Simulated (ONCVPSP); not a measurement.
## Cutoff test, caesium (Cs), ONCV

Cs (Z = 55), optimised norm-conserving Vanderbilt (ONCV), made with ONCVPSP 4.0.1 (PW91, scalar-relativistic). Core [Kr] 4d10, reference 5s2 5p6 6s1. Waves: 5s+6s: rc 3.25 bohr, ncon 4, nbas 7, qcut 3.2 1/bohr, 2 projectors; 5p: rc 2.35 bohr, ncon 5, nbas 8, qcut 3 1/bohr, 2 projectors, debl 1.6 Ha; d scattering state at 0.23 Ha: rc 3.20 bohr, ncon 5, nbas 9, qcut 3.2 1/bohr, 2 projectors, debl 0.7 Ha; f scattering state at 0.04 Ha: rc 3.45 bohr, ncon 4, nbas 7, qcut 3.7 1/bohr, 2 projectors, debl 1.3 Ha. Local part: polynomial inside 1.85 bohr (lpopt 5, dvloc0 -1 Ha). Core correction: none.

In the d channel the program set the typed energies aside and used 0.050, 0.750 Ha.

Task: For each optimised wave give the share of its norm inside rc, the residual kinetic energy above qcut (Ha) and the cutoffs (Ha) for errors of 10, 1, 0.1 and 0.01 mHa per electron.

Result:

| wave | norm inside rc | residual KE | 10 mHa | 1 mHa | 0.1 mHa | 0.01 mHa |
| --- | --- | --- | --- | --- | --- | --- |
| 5s | 0.983 | 9.1e-06 | 1.5 | 2.2 | 3.1 | 5.6 |
| 6s | 0.086 | 3.1e-05 | 1.1 | 1.8 | 4.2 | 9.1 |
| 5p | 0.690 | 6.3e-03 | 3.0 | 25.4 | 33.4 | 37.8 |
| p projector 2 | 0.104 | 6.1e-03 | 3.8 | 10.1 | 29.2 | 35.9 |
| d projector 1 | 0.573 | 1.1e-04 | 2.9 | 4.1 | 5.4 | 13.2 |
| d projector 2 | 0.156 | 3.4e-04 | 3.4 | 4.6 | 5.7 | 9.5 |
| f projector 1 | 0.001 | 7.3e-07 | 0.1 | 0.5 | 3.2 | 5.2 |
| f projector 2 | 0.270 | 1.2e-01 | 18.6 | 22.6 | 29.1 | 42.1 |

The occupied waves need 25 Ha and 33 Ha for 1 and 0.1 mHa. Rows with under 1 % of the norm inside rc give no meaningful cutoff. Note: no bound ghost flagged; GHOST(+) flagged for s at 21.6 eV.
